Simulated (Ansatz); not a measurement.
Consider the cleavage of the Ge–Ga bond: `[BH2][GaH][GeH2][CH3]` + `C=N` → `C=[N][GeH2][CH3]` + `[BH2][GaH2]`.

Gas-phase electronic energies from Ansatz, PBE0-D4/def2-TZVP geometries. CCSD(T)/CBS is the MP2 limit (def2-TZVPP, def2-QZVPP) plus CCSD(T) − MP2 in def2-TZVPP, frozen cores. This one scheme is used for every species. For Ga, Ge outer-core shells are correlated without core-valence functions, which leaves a few kJ/mol of doubt a bond. Scalar relativity is left out up to krypton. Each species was taken in one conformer, which may not be the lowest.

```tsv
species	CCSD(T)/CBS(def2) energy (Eh)
`[BH2][GaH][GeH2][CH3]`	-4067.67416
`C=N`	-94.52360
`C=[N][GeH2][CH3]`	-2211.10981
`[BH2][GaH2]`	-1951.07352
```

**Question.** Work out ΔE.

**Answer.** ΔE = (-2211.10981) + (-1951.07352) − (-4067.67416) − (-94.52360) = 0.01443 Eh = +9.1 kcal/mol.

Largest T1 diagnostic among the species: 0.014.

In def2-TZVPP, CCSD(T) changes the Hartree–Fock value by +3.1 kcal/mol (the triples alone add +0.1 kcal/mol) and MP2 by +2.1 kcal/mol.
